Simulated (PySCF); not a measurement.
PySCF 2.14 output of an unrestricted MN15 calculation on a single atom or ion in def2-TZVPPD (6s6p4d2f1g, 67 functions), with the non-relativistic Hamiltonian (point nucleus):

```
SCF conv_tol = 1e-09
number electrons alpha = 15  beta = 15
    H. S. Yu, X. He, S. L. Li, and D. G. Truhlar.,  Chem. Sci. 7, 5032-5051 (2016)
    H. S. Yu, X. He, S. L. Li, and D. G. Truhlar.,  Chem. Sci. 7, 5032-5051 (2016)
cycle= 1 E= -1640.76372150291  delta_E= -0.00841  |g|= 0.455  |ddm|= 0.38
cycle= 2 E= -1640.61250505709  delta_E= 0.151  |g|= 1.13  |ddm|= 0.508
cycle= 3 E= -1640.79522415894  delta_E= -0.183  |g|= 0.0374  |ddm|= 0.303
cycle= 4 E= -1640.79552333536  delta_E= -0.000299  |g|= 0.00935  |ddm|= 0.0309
cycle= 5 E= -1640.79553777355  delta_E= -1.44e-05  |g|= 0.000286  |ddm|= 0.00422
cycle= 6 E= -1640.79553778712  delta_E= -1.36e-08  |g|= 1.5e-05  |ddm|= 0.000179
cycle= 7 E= -1640.79553778714  delta_E= -2.91e-11  |g|= 3.67e-07  |ddm|= 1.51e-05
converged SCF energy = -1640.79553778714  <S^2> = -1.2434498e-14  2S+1 = 1
```

The run itself started from symmetry-adapted Hartree-Fock orbitals and held the occupation by maximum overlap, on a logarithmic radial grid, so the iterations belong to that start.

Task: Which element, charge and spin multiplicity is this?

Result: Cu⁻ (copper, charge -1), multiplicity 1; the state was [Ar] 3d10 4s2, closed-shell 1S.

At MN15 the highest occupied level has a positive energy, so only the finite basis holds that electron; in a semilocal or global hybrid functional this comes from self-interaction and does not mean that the real anion is unbound.
